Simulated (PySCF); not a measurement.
Compound: CdMeH, CH4Cd (singlet state).
SMILES: `[H][Cd][CH3]`

The calculation used PBE0-D3(BJ)/def2-SVP geometry optimisation, gas phase, def2 core potentials past Kr in PySCF.

Masses are those of the commonest isotopes; rigid-rotor values at the optimised geometry. 

Question: What are A, B and C (MHz)?

Answer: Ia = 3.20, Ib = 69.58, Ic = 69.58 u·Å²; 505379 MHz·u·Å²/I gives A = 158023, B = 7263, C = 7263 MHz.

Question: Classify the top.

Answer: A prolate symmetric top, as the point group C3v requires two equal moments: κ = (2 × 7263 − 158023 − 7263)/(158023 − 7263) = -1.00.

Question: Where do the R-branch lines fall?

Answer: The dipole of 0.55 D lies along the symmetry axis, so ΔK = 0 and J+1 ← J falls at 2B(J+1) for every K: 14.53 GHz, 29.05 GHz, 43.58 GHz, 58.11 GHz, 72.63 GHz for J = 0 to 4.

Question: Estimate the classical rotational partition function at 50 K and 100 K.

Answer: Point group C3v, symmetry number σ = 3; q = (√π/σ)·√((kT/h)³/(ABC)), k/h = 20836.6 MHz/K: 218 at 50 K, 615 at 100 K.

No frequency check. Zero-point vibration and centrifugal distortion are left out.
